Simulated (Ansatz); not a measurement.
Species: B2F3, charge 0, doublet. B2F3 (SMILES F[B]B(F)F, doublet).
B3LYP-D3(BJ)/def2-TZVP minimum from Ansatz (an electronic-structure program):
```xyz
5

B     -0.9299     0.3625    -0.5236
F     -2.1974     0.2522    -0.2924
B      0.5496    -0.0774     0.0956
F      1.1760    -1.1628    -0.3474
F      1.2327     0.7523     0.8776
```
Charge 0, spin multiplicity 2.

Wanted: atomisation energy (electronic, to ground-state atoms), in kcal/mol. UHF or UKS for unpaired electrons; spin-orbit terms are left out. CBS(X,Y): correlation extrapolated as X^-3, Hartree-Fock from the larger set. A bracket is a step between two methods taken in the basis named. The functionals are non-relativistic, so their misses hold any scalar relativity. '+ core + X2C': CCSD(T) terms for core correlation (cc-pwCVTZ) and scalar relativity (cc-pVTZ-DK). Where a partner has so few electrons that a lower coupled-cluster level is exact, that level stands in.

CCSD(T)/CBS(cc-pVTZ,cc-pVQZ) + [CCSDT(Q) - CCSD(T)]/cc-pVDZ + core + X2C (Ansatz) gives 528.0 kcal/mol.

Question: How far off this value is PBE/def2-TZVPD (Ansatz), in which direction, and which of these levels come nearer: r2SCAN/def2-TZVPD, wB97M-V/def2-TZVPD, CCSD(T)/CBS(cc-pVTZ,cc-pVQZ) + core + X2C?

Answer: PBE gives 551.5 kcal/mol, 23.5 kcal/mol above it. Differences of the others: r2SCAN/def2-TZVPD (Ansatz) 12.0; wB97M-V/def2-TZVPD (Ansatz) 2.0; CCSD(T)/CBS(cc-pVTZ,cc-pVQZ) + core + X2C (Ansatz) -0.7 kcal/mol. Nearer than PBE: r2SCAN/def2-TZVPD, wB97M-V/def2-TZVPD, CCSD(T)/CBS(cc-pVTZ,cc-pVQZ) + core + X2C.
